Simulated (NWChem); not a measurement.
## Atomisation of GaN

```
N
Ga 1 1.8597
```
Charge 0, spin multiplicity 3.

Everything below was run with NWChem. Structure: optimised with UB3LYP/def2-SVP, a minimum by its harmonic frequencies.

Basis set: def2-TZVP. The atomisation energy is electronic alone: no zero-point, thermal, spin-orbit or counterpoise terms. No value is extrapolated to the basis-set limit. Free atoms are single determinants with multiplicities Ga 2, N 4.

The Hamiltonian is non-relativistic. B3LYP has NWChem's definition, with VWN1-RPA local correlation. This spin state was chosen for the runs; another may lie lower. The structure started from a generated list of species. The unpaired electrons of the parent sit in orbitals of symmetry a1 and b2 (C2v labels of the run); other states weren't searched. The stability of the SCF solutions was not checked. Open-shell Hartree-Fock references start from PBE0 orbitals.

For the atomisation energy, HF gives 1.6 kcal/mol and BHandHLYP gives 41.0 kcal/mol. What do LDA (SVWN5), PBE0, B3LYP give?

LDA (SVWN5): 71.9 kcal/mol; PBE0: 49.7 kcal/mol; B3LYP: 52.1 kcal/mol.
